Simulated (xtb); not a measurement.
Input file for xtb: GFN1-xTB on C2H6FN (a complex), monomers drawn apart or pushed together.

```
$ xtb mol.xyz --gfn 1 --sp --chrg 0 --uhf 0
10

C     -0.87117176     0.98217052     0.08530888
N     -0.11875750     0.13958578     0.64317204
C      0.56416924    -0.86247084    -0.15016902
H     -1.37650676     1.72740964     0.69348369
H     -1.04150251     0.99873208    -0.99527204
H      0.34360864    -0.78095898    -1.21971435
H      1.63898639    -0.76360373     0.00986895
H      0.27397852    -1.85130364     0.20846698
F      0.20462727     0.17507711     3.06456626
H      0.08365950     0.15251345     2.10755983
```

The log:

```
[...]
           -------------------------------------------------
          |                Calculation Setup                |
           -------------------------------------------------



molecular fragmentation (1/2 indicates fragments):
1111111122
# atoms in fragment 1/2:     8     2
 fragment masses (1/2) :       43.07       20.01
CMA distance (Bohr)    :   5.436
constraining FC (au)   :  0.0500

           -------------------------------------------------
          |                 G F N 1 - x T B                 |
           -------------------------------------------------

        Reference                      10.1021/acs.jctc.7b00118
      * Hamiltonian:
        H0-scaling (s, p, d)           1.850000    2.250000    2.000000
        zeta-weighting                 0.000000
      * Dispersion:
        s8                             2.400000
        a1                             0.630000
        a2                             5.000000
        s9                             0.000000
      * Repulsion:
        kExp                           1.500000
        rExp                           1.000000
      * Coulomb:
        alpha                          2.000000
        third order                    atomic
        anisotropic                    false
      * Halogen bond correction:
        rad-scale                      1.300000
        damping                        0.440000


          ...................................................
          :                      SETUP                      :
          :.................................................:
          :  # basis functions                  28          :
          :  # atomic orbitals                  28          :
          :  # shells                           20          :
          :  # electrons                        26          :
          :  # halogen bonds                     0          :
          :  max. iterations                   250          :
          :  Hamiltonian                  GFN1-xTB          :
          :  restarted?                      false          :
          :  GBSA solvation                  false          :
          :  PC potential                    false          :
          :  electronic temp.          300.0000000     K    :
          :  accuracy                    1.0000000          :
          :  -> integral cutoff          0.2500000E+02      :
          :  -> integral neglect         0.1000000E-07      :
          :  -> SCF convergence          0.1000000E-05 Eh   :
          :  -> wf. convergence          0.2000000E-04 e    :
          :  Broyden damping             0.4000000          :
          :  net charge                          0          :
          :  unpaired electrons                  0          :
          ...................................................

 iter      E             dE          RMSdq      gap      omega  full diag
   1    -15.8698101 -0.158698E+02  0.675E+00    4.68       0.0  T
   2    -15.8964575 -0.266474E-01  0.402E+00    4.25       1.0  T
   3    -15.8962484  0.209057E-03  0.852E-01    3.56       1.0  T
   4    -15.8985270 -0.227854E-02  0.212E-01    3.81       1.0  T
   5    -15.8988641 -0.337172E-03  0.258E-02    3.84       1.2  T
   6    -15.8988672 -0.304535E-05  0.622E-03    3.84       5.1  T
   7    -15.8988674 -0.203278E-06  0.691E-04    3.85      45.8  T
   8    -15.8988674 -0.155658E-08  0.146E-04    3.85     216.9  T
   9    -15.8988674 -0.760689E-10  0.548E-05    3.85     576.9  T

   *** convergence criteria satisfied after 9 iterations ***

         #    Occupation            Energy/Eh            Energy/eV
      -------------------------------------------------------------
         1        2.0000           -0.7992790             -21.7495
       ...           ...                  ...                  ...
         7        2.0000           -0.5715005             -15.5513
         8        2.0000           -0.5304327             -14.4338
         9        2.0000           -0.5209035             -14.1745
        10        2.0000           -0.4972523             -13.5309
        11        2.0000           -0.4586400             -12.4802
        12        2.0000           -0.4585847             -12.4787
        13        2.0000           -0.4453710             -12.1192 (HOMO)
        14                         -0.3039351              -8.2705 (LUMO)
        15                         -0.1572971              -4.2803
        16                         -0.1457479              -3.9660
        17                         -0.1135326              -3.0894
        18                         -0.0895351              -2.4364
       ...                                ...                  ...
        28                          0.5515954              15.0097
      -------------------------------------------------------------
                  HL-Gap            0.1414358 Eh            3.8487 eV
             Fermi-level           -0.3746530 Eh          -10.1948 eV

 SCC (total)                   0 d,  0 h,  0 min,  0.004 sec
 SCC setup                      ...        0 min,  0.000 sec (  1.692%)
 Dispersion                     ...        0 min,  0.000 sec (  0.822%)
 classical contributions        ...        0 min,  0.000 sec (  0.447%)
 integral evaluation            ...        0 min,  0.001 sec ( 22.869%)
 iterations                     ...        0 min,  0.001 sec ( 29.042%)
 molecular gradient             ...        0 min,  0.002 sec ( 42.684%)
 printout                       ...        0 min,  0.000 sec (  2.189%)

         :::::::::::::::::::::::::::::::::::::::::::::::::::::
         ::                     SUMMARY                     ::
         :::::::::::::::::::::::::::::::::::::::::::::::::::::
         :: total energy             -15.752527747076 Eh    ::
         :: gradient norm              0.023876306692 Eh/a0 ::
         :: HOMO-LUMO gap              3.848665373910 eV    ::
         ::.................................................::
         :: SCC energy               -15.898867393393 Eh    ::
         :: -> electrostatic           0.054513279208 Eh    ::
         :: repulsion energy           0.148703349187 Eh    ::
         :: dispersion energy         -0.002363702870 Eh    ::
         :: halogen bond corr.         0.000000000000 Eh    ::
         :: add. restraining           0.000000000000 Eh    ::
         :: total charge               0.000000000000 e     ::
         :::::::::::::::::::::::::::::::::::::::::::::::::::::

           -------------------------------------------------
          |                Property Printout                |
           -------------------------------------------------

    * Orbital Energies and Occupations

         #    Occupation            Energy/Eh            Energy/eV
      -------------------------------------------------------------
         1        2.0000           -0.7992790             -21.7495
         2        2.0000           -0.7552129             -20.5504
         3        2.0000           -0.6746817             -18.3590
         4        2.0000           -0.6395845             -17.4040
         5        2.0000           -0.5984680             -16.2851
         6        2.0000           -0.5769884             -15.7007
         7        2.0000           -0.5715005             -15.5513
         8        2.0000           -0.5304327             -14.4338
         9        2.0000           -0.5209035             -14.1745
        10        2.0000           -0.4972523             -13.5309
        11        2.0000           -0.4586400             -12.4802
        12        2.0000           -0.4585847             -12.4787
        13        2.0000           -0.4453710             -12.1192 (HOMO)
Note: The following floating-point exceptions are signalling: IEEE_DENORMAL
normal termination of xtb
        14                         -0.3039351              -8.2705 (LUMO)
        15                         -0.1572971              -4.2803
        16                         -0.1457479              -3.9660
        17                         -0.1135326              -3.0894
        18                         -0.0895351              -2.4364
        19                         -0.0774466              -2.1074
        20                         -0.0540416              -1.4705
        21                          0.0596564               1.6233
        22                          0.2260404               6.1509
        23                          0.2320167               6.3135
        24                          0.2490198               6.7762
       ...                                ...                  ...
        28                          0.5515954              15.0097
      -------------------------------------------------------------
                  HL-Gap            0.1414358 Eh            3.8487 eV
             Fermi-level           -0.3746530 Eh          -10.1948 eV

  Mulliken/CM5 charges         n(s)   n(p)   n(d)
     1C     0.14841  0.14020   1.025  2.826  0.000
     2N    -0.26082 -0.53559   1.534  3.727  0.000
     3C     0.05487 -0.03306   0.987  2.958  0.000
     4H     0.05073  0.11416   0.949  0.000  0.000
     5H     0.02925  0.09112   0.971  0.000  0.000
     6H     0.02896  0.08911   0.971  0.000  0.000
     7H     0.05343  0.11472   0.947  0.000  0.000
     8H     0.05343  0.11471   0.947  0.000  0.000
     9F    -0.51376 -0.57313   1.845  5.669  0.000
    10H     0.35550  0.47774   0.644  0.000  0.000

Wiberg/Mayer (AO) data.
largest (>0.10) Wiberg bond orders for each atom

 ---------------------------------------------------------------------------
     #   Z sym  total        # sym  WBO       # sym  WBO       # sym  WBO
 ---------------------------------------------------------------------------
     1   6 C    3.957 --     2 N    1.948     4 H    0.975     5 H    0.966
     2   7 N    3.263 --     1 C    1.948     3 C    0.992    10 H    0.216
     3   6 C    3.964 --     2 N    0.992     6 H    0.981     8 H    0.973
                             7 H    0.973
     4   1 H    1.012 --     1 C    0.975
     5   1 H    1.005 --     1 C    0.966
     6   1 H    1.003 --     3 C    0.981
     7   1 H    1.008 --     3 C    0.973
     8   1 H    1.008 --     3 C    0.973
     9   9 F    0.741 --    10 H    0.667
    10   1 H    0.887 --     9 F    0.667     2 N    0.216
 ---------------------------------------------------------------------------

Topologies differ in total number of bonds
Writing topology from bond orders to xtbtopo.mol

 dipole moment from electron density (au)
     X       Y       Z
  -0.3359  -0.0051  -2.3401  total (Debye):    6.009


           -------------------------------------------------
          | TOTAL ENERGY              -15.752527747076 Eh   |
          | GRADIENT NORM               0.023876306692 Eh/α |
          | HOMO-LUMO GAP               3.848665373910 eV   |
           -------------------------------------------------

------------------------------------------------------------------------
------------------------------------------------------------------------
 total:
 SCF:
```

The run finished.

Cost: around 0.020 core-seconds (rough).
